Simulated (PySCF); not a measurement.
Assignment exercise: C$_{5}$H$_{10}$NPSi

Atoms are numbered as in `[N:1]#[C:2][C@@H:3]1[CH2:4][CH2:5][C@H:6]1[SiH2:7][PH2:8]`. Each H is labelled by its parent atom. Ha(C4), Ha(C5) are cis to C2 on the ring; Ha(Si7) is pro-R; Hb(Si7) is pro-S; Hb(C4), Hb(C5) are trans to C2 on the ring.

In vacuum, single conformer, relativity neglected, rapidly exchanging positions averaged. GIAO PBE0/pcSseg-1 shieldings; coordinates at the GFN2-xTB level; PySCF 2.14.

Chemical shifts δ = σref − σ; $^{13}$C and $^{1}$H against TMS, all at this level.

**Question.** Assign these signals to the numbered atoms. $^{13}$C{$^{1}$H} NMR (computed): δ 128.6 (C), 25.0 (CH2), 22.9 (CH), 22.9 (CH), 21.6 (CH2).

**Answer.** 
128.6 → C2, nitrile carbon: this is the usual window of a C≡N carbon, which has no attached hydrogen
25.0 → C4, sp3 CH2 in a ring: aliphatic region, no heteroatom directly attached
22.9 → C3, sp3 CH α to a nitrile: aliphatic region, no heteroatom directly attached
22.9 → C6, sp3 CH bonded to Si
21.6 → C5, sp3 CH2 in a ring: a saturated carbon with 2 carbon neighbours and no heteroatom attached

C3 and C6; C6 and C5 lie closer than the usual error of such a calculation, so a measured spectrum could show them in the other order.

**Question.** Assign these signals to the numbered atoms. $^{1}$H NMR (600 MHz, computed): δ 4.75 (m, 1H), 4.25 (m, 1H), 2.76 (m, 1H), 2.55 (m, 1H), 2.46 (m, 1H), 2.33 (m, 1H), 2.13 (m, 1H), 2.04 (m, 1H), 0.99 (m, 2H).

**Answer.** 
```tsv
δ (ppm)	atoms	environment	reason
4.75	Ha(Si7)	hydrogen on a silicon bonded to C, P	–
4.25	Hb(Si7)	hydrogen on a silicon bonded to C, P	–
2.76	Ha(C5)	hydrogen on an sp3 CH2 in a ring	–
2.55	Hb(C4)	hydrogen on an sp3 CH2 in a ring	–
2.46	H(C3)	hydrogen on an sp3 CH α to a nitrile	–
2.33	Ha(C4)	hydrogen on an sp3 CH2 in a ring	–
2.13	Hb(C5)	hydrogen on an sp3 CH2 in a ring	–
2.04	H(C6)	hydrogen on an sp3 CH bonded to Si	–
0.99	H(P8)	hydrogen on a phosphorus bonded to Si	–
```

Hb(C4) and H(C3); Hb(C5) and H(C6) lie closer than the usual error of such a calculation, so a measured spectrum could show them in the other order.

Splittings by $^{31}$P in the carbon and heteronuclear signals aren't shown, as no couplings were computed. Shifts are as computed. Against solution values, carbons near 30 ppm lie about +3 ppm off and those near 130 ppm about +5 ppm. Of 1211 compounds with measured shifts, 218 miss one by over three times the rms of a fit or turn the order of signals round; such compounds aren't used in these exercises. Multiplicities follow the n + 1 count of equivalent neighbours, as no J values were calculated; m marks all less simple cases, F and P coupling included.
